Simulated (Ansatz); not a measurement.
Ga5N4H16⁻, a cluster cut from zinc blende GaN (hydrogen-capped). Total charge -1; triplet. Geometry PBE-D4/def2-SVP, that of the charge -1 singlet; atoms count from 1.

```tsv
atom	x (Å)	y (Å)	z (Å)
Ga1	0.115	-2.423	0.409
Ga2	1.938	-0.312	-1.480
Ga3	-1.403	-0.164	-1.534
Ga4	-1.683	0.339	1.761
Ga5	0.135	2.453	-0.131
N6	0.236	-1.283	-1.204
N7	-0.210	-1.064	1.891
N8	1.779	1.250	-0.182
N9	-1.351	1.151	-0.013
H10	1.529	-3.090	0.770
H11	-1.183	-3.350	0.377
H12	3.194	-1.156	-0.947
H13	2.012	0.337	-2.935
H14	-2.698	-1.090	-1.368
H15	-1.209	0.635	-2.908
H16	-3.057	-0.471	1.788
H17	-1.371	1.368	2.951
H18	0.122	3.232	-1.522
H19	0.291	3.297	1.225
H20	0.206	-1.957	-1.987
H21	-0.432	-1.619	2.730
H22	0.679	-0.602	2.130
H23	2.568	1.874	-0.406
H24	1.989	0.922	0.771
H25	-2.195	1.723	-0.185
```

Single mean-field runs in def2-TZVP are fitted with def2-universal-jkfit. The highest occupied level of the charge -1 triplet lies above zero (up to 1.54 eV). By energy differences it is unbound by 0.48 eV (vertical, against the charge 0 doublet, at PBE0-D4/def2-TZVP) and held by the finite basis. At PBE0-D4/def2-TZVP a singlet of charge -1 lies 5.82 eV below the triplet at the same geometry.

Q: Estimate the Mulliken populations from the PBE0/def2-TZVP orbitals of Ansatz.

A: 
```
atom  charge (e)  spin (α − β)
 Ga1       -0.06          0.43
 Ga2        0.16          0.11
 Ga3        0.21          0.01
 Ga4        0.01          0.34
 Ga5        0.16          0.10
  N6       -0.44          0.00
  N7       -0.14         -0.23
  N8       -0.44         -0.10
  N9       -0.44          0.06
 H10        0.00          0.24
 H11       -0.08          0.06
 H12       -0.12          0.03
 H13       -0.12          0.03
 H14       -0.11          0.04
 H15       -0.11          0.03
 H16       -0.08          0.06
 H17       -0.04          0.16
 H18       -0.12          0.02
 H19       -0.13          0.00
 H20        0.24         -0.02
 H21        0.11          0.16
 H22       -0.01          0.30
 H23        0.21          0.03
 H24        0.12          0.16
 H25        0.23         -0.02
```
Mulliken values depend strongly on the basis.

Q: Where does the spin sit?

A: Summed by element: Ga 0.98, N -0.28, H 1.30, of 2 unpaired in all. Largest on single atoms: Ga1 0.43, Ga4 0.34, H22 0.30.

Q: And the Mayer bond orders between heavy atoms (over 0.3)?

A: Ga1–N6 0.79 (1.98 Å); Ga1–N7 0.39 (2.04 Å); Ga2–N6 0.77 (1.98 Å); Ga2–N8 0.65 (2.04 Å); Ga3–N6 0.73 (2.01 Å); Ga3–N9 0.73 (2.01 Å); Ga4–N7 0.43 (2.04 Å); Ga4–N9 0.79 (1.98 Å); Ga5–N8 0.65 (2.04 Å); Ga5–N9 0.74 (1.98 Å).
